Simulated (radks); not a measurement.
Ta1.75+, configuration [Xe] 4f14 5d(3/2: 2.25, 5/2: 0) 6s1 (fractional occupations, a model configuration). Method: Dirac Kohn-Sham, PBE, spin-unpolarised, spherical densities, finite nucleus; Fermi nuclear charge, rms radius 5.3507 fm; computed with a radial shooting solver on a logarithmic mesh with Libxc functionals. Some entries of the table are withheld. Estimate them.

orbital,occ.,eigenvalue (eV),r(max) (bohr)
1s1/2,2,-67269.34,0.01168
2s1/2,2,-11563.06,0.06705
2p1/2,2,(1),(2)
2p3/2,4,(3),(4)
3s1/2,2,-2660.452,0.1889
3p1/2,2,-2433.500,0.1770
3p3/2,4,-2160.062,0.1908
3d3/2,4,-1776.137,0.1497
3d5/2,6,-1716.575,0.1535
4s1/2,2,-554.4600,0.4294
4p1/2,2,(5),0.4295
4p3/2,4,(6),0.4587
4d3/2,4,-243.8224,0.4564
4d5/2,6,-232.2575,0.4657
5s1/2,2,-87.9634,0.9895
5p1/2,2,(7),1.065
5p3/2,4,(8),1.150
4f5/2,6,(9),0.4388
4f7/2,8,(10),0.4439
5d3/2,2.25,-17.9304,1.511
6s1/2,1,-17.4115,2.569
5d5/2,0,-17.2095,1.556

Answer. 
(1) 2p1/2 eigenvalue (eV): -11053.49
(2) 2p1/2 r(max) (bohr): 0.04993
(3) 2p3/2 eigenvalue (eV): -9783.351
(4) 2p3/2 r(max) (bohr): 0.05666
(5) 4p1/2 eigenvalue (eV): -460.8111
(6) 4p3/2 eigenvalue (eV): -397.8596
(7) 5p1/2 eigenvalue (eV): -60.7872
(8) 5p3/2 eigenvalue (eV): -51.9701
(9) 4f5/2 eigenvalue (eV): -40.9219
(10) 4f7/2 eigenvalue (eV): -38.9388
